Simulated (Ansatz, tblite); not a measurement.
Forces on the cluster Nb₆⁻ at its PBE-D4/def2-SVPD geometry. Charge -1, multiplicity 2.

In the def2 sets Nb takes a core potential; there is no spin–orbit coupling. The xTB rows come from tblite. At PBE-D4/def2-TZVPD the highest occupied level of the charge -1 doublet lies above zero (up to 0.18 eV). It is a level of β spin, whose loss leaves a triplet; that state wasn't run at this geometry and level. The electron is either unbound and held by the finite basis, or the level is raised by self-interaction error. No other spin state of charge -1 was run. The structure comes from a short search, and lower isomers may exist.

GFN1-xTB (tblite), largest force 13.84 eV/Å:

```xyz
6
positions Å, forces eV/Å
Nb    0.808    0.106    1.753    8.597   -5.446    9.382
Nb    0.994    0.305   -1.155    5.691    3.483   -3.814
Nb   -1.359    0.880   -1.457   -7.598    5.097   -7.912
Nb   -1.046   -1.143   -0.128   -5.780   -4.670    1.972
Nb    1.306   -1.738    0.144    7.330   -9.561    1.086
Nb   -0.704    1.590    0.844   -8.240   11.097   -0.715
```

PBE-D4/def2-TZVPD (Ansatz), largest force 0.08 eV/Å:

```
Nb -0.018 -0.018 -0.058
Nb -0.061 -0.024 0.053
Nb 0.030 -0.014 0.040
Nb 0.059 0.060 -0.005
Nb -0.027 0.044 0.009
Nb 0.016 -0.049 -0.039
```
